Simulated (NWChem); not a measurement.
System: HO2, doublet; SMILES [O]O

```xyz
3

O      0.0996     0.5969     0.0000
O     -0.0011    -0.6994     0.0000
H     -0.8148     0.9427     0.0000
```
Atoms are numbered in this order, from 1.

All runs: NWChem. Geometry optimised at PBE0/def2-SVP; all other runs use it. Pople sets run with spherical d functions. Spin-unrestricted. In the optimisation the excess spin sits in a" (Cs, its own frame). Vzz has the sign of the potential's second derivative. Spin-orbit coupling enters the g values alone. Excited states of an open shell can be spin-contaminated.

```json
[
 {"quantity": "cavity-dispersion-structure term (kcal/mol) in cyclohexane", "level": "PBE0/6-31G*, SMD", "value": "___"},
 {"quantity": "Vzz O2 (a.u.)", "level": "UHF/6-31G*", "value": "-3.388"},
 {"quantity": "highest occupied level (eV)", "level": "B3LYP/6-31G*", "value": "-7.26"},
 {"quantity": "A(iso) 1H atom 3 (MHz)", "level": "CAM-B3LYP/IGLO-II", "value": "-26.7"},
 {"quantity": "isotropic Δg (ppt)", "level": "PBE/x2c-SVPall, ZORA", "value": "___"},
 {"quantity": "vertical, lowest state with f > 0.02 (eV)", "level": "BHandHLYP/6-31G*, TDA", "value": "7.03"},
 {"quantity": "dipole (D)", "level": "PBE0/def2-SVP", "value": "___"},
 {"quantity": "highest harmonic frequency (cm⁻¹)", "level": "PBE0/def2-SVP", "value": "___"}
]
```

### Question
Fill in the missing entries.

### Answer

- cavity-dispersion-structure term (kcal/mol) in cyclohexane, value: -0.8
- isotropic Δg (ppt), value: 10.64
- dipole (D), value: 2.31
- highest harmonic frequency (cm⁻¹), value: 3632
